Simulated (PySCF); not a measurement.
C4H6ClN3.
Atom-mapped SMILES: `[CH3:1][CH2:2][n:3]1[n:4][n:5][cH:6][c:7]1[Cl:8]` (hydrogens: H9, H10, H11 on C1; H12, H13 on C2; H14 on C6)

Geometry (GFN2-xTB, Å), atoms numbered from 1 in this order:
```xyz
14
C4H6ClN3 angstrom
C     -1.8549   -0.3735    0.7378
C     -1.0278    0.4595   -0.2362
N      0.3583    0.0806   -0.1910
N      0.8958   -0.7482   -1.0751
N      2.1253   -0.9401   -0.7818
C      2.4409   -0.2380    0.3184
C      1.3020    0.4298    0.7190
Cl     0.9867    1.4946    2.0095
H     -2.9000   -0.0860    0.6714
H     -1.5147   -0.2163    1.7584
H     -1.7648   -1.4295    0.4963
H     -1.1060    1.5223    0.0076
H     -1.3616    0.2933   -1.2620
H      3.4202   -0.2487    0.7460
```

Theory: PySCF 2.14.0, density-fitted response routines, TDDFT wB97X-D/def2-SVPD, vertical, gas phase, core orbitals frozen in the response.

Ground-to-excited transition dipoles (e·a0, same axes as the geometry; the sign carries no meaning), for the states with f of 0.002 or more among the lowest 7:

```json
{"state": "S1", "E (eV)": "5.788", "μx": "0.058", "μy": "0.154", "μz": "-0.143"}
{"state": "S2", "E (eV)": "6.606", "μx": "-0.146", "μy": "0.596", "μz": "0.782"}
{"state": "S4", "E (eV)": "7.081", "μx": "0.054", "μy": "0.128", "μz": "-0.092"}
{"state": "S5", "E (eV)": "7.149", "μx": "0.263", "μy": "0.168", "μz": "0.227"}
{"state": "S7", "E (eV)": "7.697", "μx": "0.065", "μy": "0.054", "μz": "-0.059"}
```

(1) What oscillator strength does each state have?

(2) Which bond between heavy atoms lies closest to the direction of the S2 transition dipole?

(3) What angle do the transition dipoles of S2 and S5 make?

(4) What peak molar absorption coefficient would the strongest computed level give as a lone Gaussian band 0.4 eV wide at half height?

Results:

(1) f = (2/3) ΔE |μ|² with ΔE in hartree (27.2114 eV).

```json
{"state": "S1", "|μ|² (au)": "0.048", "|μ| (D)": "0.55", "f": "0.007"}
{"state": "S2", "|μ|² (au)": "0.988", "|μ| (D)": "2.53", "f": "0.160"}
{"state": "S4", "|μ|² (au)": "0.028", "|μ| (D)": "0.42", "f": "0.005"}
{"state": "S5", "|μ|² (au)": "0.149", "|μ| (D)": "0.98", "f": "0.026"}
{"state": "S7", "|μ|² (au)": "0.011", "|μ| (D)": "0.26", "f": "0.002"}
```

(2) C7–Cl8, at 3° from it; next N3–N4 at 16°.

(3) |cos θ| = |μa·μb| / (|μa| |μb|) = 0.62, so θ ≈ 51° (taken between 0 and 90°, since the signs are arbitrary).

(4) ε(max) = 2.175×10⁸ f / FWHM, with the width in cm⁻¹. S2: 2.175×10⁸ × 0.1599 / 3226 ≈ 11000 L mol⁻¹ cm⁻¹.

The run took about 1.7 min of CPU time (one thread, shared machine).

One conformer stands for the species.
